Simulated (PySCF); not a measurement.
CH2Cl3FSi, SMILES Cl[Si](Cl)(Cl)CF.

Geometry optimised at B3LYP-D3(BJ)/def2-SVP. The values are those of a single conformer.

Calculation: PBE/def2-TZVP (PySCF).

Symmetry labels are those of the subgroup Cs that the program uses (full group Cs).

Computed valence orbital energies around the gap with their symmetry:
| orbital | symmetry | energy (eV) |
|---|---|---|
| HOMO−7 | A' | -9.19 |
| HOMO−6 | A" | -8.87 |
| HOMO−5 | A' | -8.84 |
| HOMO−4 | A" | -8.68 |
| HOMO−3 | A' | -8.34 |
| HOMO−2 | A" | -8.24 |
| HOMO−1 | A" | -7.97 |
| HOMO | A' | -7.66 |
| LUMO | A' | -1.34 |
| LUMO+1 | A' | -1.04 |
| LUMO+2 | A" | -0.34 |
| LUMO+3 | A' | 0.32 |
